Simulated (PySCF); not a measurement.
Sb(Cl)3 cation (Cl3Sb), SMILES [Cl][Sb]([Cl])[Cl] (connectivity only; charge and spin as stated), charge +1, multiplicity 2. Coordinates come from a PBE-D3(BJ)/def2-SVP optimisation. The multiplicity is an assumed one; other spin states were not compared. The isomer is the one that the SMILES or the coordinates give; other isomers of the formula were not compared. The def2 effective core potentials stand for the cores of Sb; spin–orbit coupling is left out.

These are PBE-D3(BJ)/def2-SVP run with PySCF 2.14.0 values and carry that method's errors.

Harmonic wavenumbers (cm⁻¹): 102, 102, 109, 343, 364, 364. Rotational constants (GHz): 1.720, 1.720, 1.010; symmetry number 3.

Work out the zero-point energy and the ideal-gas rigid-rotor harmonic-oscillator thermochemistry at 298.15 K and 1 atm.

ZPE = ½ Σ hcν = ½ × 1383 cm⁻¹ = 8.27 kJ/mol. H − E(el) = 26.70 kJ/mol. Entropy in J/(mol K): translation 176.46, rotation 112.48, vibration 56.62, spin 5.76, total 351.33. G − E(el) = -78.05 kJ/mol. Cp = 77.28 J/(mol K). Modes under 150 cm⁻¹ make the vibrational entropy uncertain.
